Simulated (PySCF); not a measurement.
Isomers of C2H8O3Si3. Computed with TDDFT wB97X-D/def2-SVPD, vertical, gas phase, core orbitals frozen in the response (PySCF). Geometries: GFN2-xTB; one conformer of each isolated species. Triplets are in the Tamm–Dancoff approximation.

A. `[Si@@H]1(O[SiH2][SiH2]C1)C(O)=O`
B. `O[Si@@](C#C)([SiH2]O)O[SiH3]`
C. `C#C[Si@@H](O[SiH3])O[SiH2]O`
D. `[SiH3]OC1=CO[SiH2][SiH2]O1`

Lowest singlet levels (six at most, fewer where fewer were computed) with oscillator strengths:

1. 251 nm (f 0.003); 191 nm (f 0.039); 179 nm (f 0.005); 177 nm (f 0.037); 172 nm (f 0.068); 170 nm (f 0.019); T1 4.32 eV
2. 207 nm (f 0.012); 204 nm (f 0.009); 198 nm (f 0.013); 194 nm (f 0.003); 184 nm (f 0.084); 175 nm (f 0.005); T1 5.09 eV
3. 300 nm (f 0.001); 238 nm (f 0.002); 215 nm (f 0.017); 209 nm (f 0.019); 205 nm (f 0.029); 200 nm (f 0.058); T1 4.05 eV
4. 200 nm (f 0.000); 192 nm (f 0.001); 192 nm (f 0.000); 161 nm (f 0.001); 161 nm (f 0.004); 157 nm (f 0.006); T1 5.17 eV

**Question.** Match each spectrum to its molecule.

**Answer.** 1 = A, 2 = B, 3 = D, 4 = C.
- A: S1 at 4.95 eV, HOMO→LUMO (76%), HOMO→LUMO+1 (11%); Löwdin shares by element: HOMO oxygen 55% or more, carbon 14% or more, silicon 9% or more (atoms not listed hold the other 22%); LUMO oxygen 29% or more, carbon 27% or more, silicon 14% or more (atoms not listed hold the other 30%); HOMO -9.60 and LUMO 0.94 eV.
- B: S1 at 6.00 eV, HOMO→LUMO (57%), HOMO-1→LUMO+1 (13%); Löwdin shares by element: HOMO silicon 37% or more, oxygen 29% or more (atoms not listed hold the other 34%); LUMO silicon 39% or more, carbon 16% (atoms not listed hold the other 45%); HOMO -9.74 and LUMO 0.83 eV.
- C: S1 at 6.19 eV, HOMO→LUMO (50%), HOMO→LUMO+3 (11%), HOMO-1→LUMO+1 (10%); Löwdin shares by element: HOMO carbon 73%, oxygen 13% or more; LUMO carbon 42%, silicon 27% or more (atoms not listed hold the other 32%); HOMO -10.22 and LUMO 1.57 eV.
- D: S1 at 4.13 eV, HOMO→LUMO (94%); Löwdin shares by element: HOMO carbon 50%, oxygen 32% or more (atoms not listed hold the other 19%); LUMO silicon 58% or more, oxygen 13% or more (atoms not listed hold the other 29%); HOMO -7.61 and LUMO 0.62 eV.
